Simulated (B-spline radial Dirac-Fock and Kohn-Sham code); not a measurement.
# Binding energies of Ag⁺ in different valence configurations

These are calculated numbers from a radial atomic solver; the model is Dirac-Fock ΔSCF + Breit + QED. Correlation energy is missing from these numbers.

Reference: the tabulated ground configuration [Kr] 4d10, with 2s 3829.4 eV, 2p1/2 3541.7 eV, 3s 737.1 eV, 3p1/2 622.4 eV, 3p3/2 591.1 eV, 3d3/2 389.6 eV, Kα1 22161.4 eV, Kβ1 24939.0 eV.

Q: One of these configurations gives the following shifts from the reference, in eV: average energy +9.68, 2s +7.62, 2p1/2 +7.60, 3s +7.53, 3p1/2 +7.54, 3p3/2 +7.54, 3d3/2 +7.53, Kα1 -0.27, Kβ1 -0.20. Which?
A. [Kr] 4d9 5p1
B. [Kr] 4d9 5s1

A: A. The others give [Kr] 4d9 5s1: 2s +6.08.
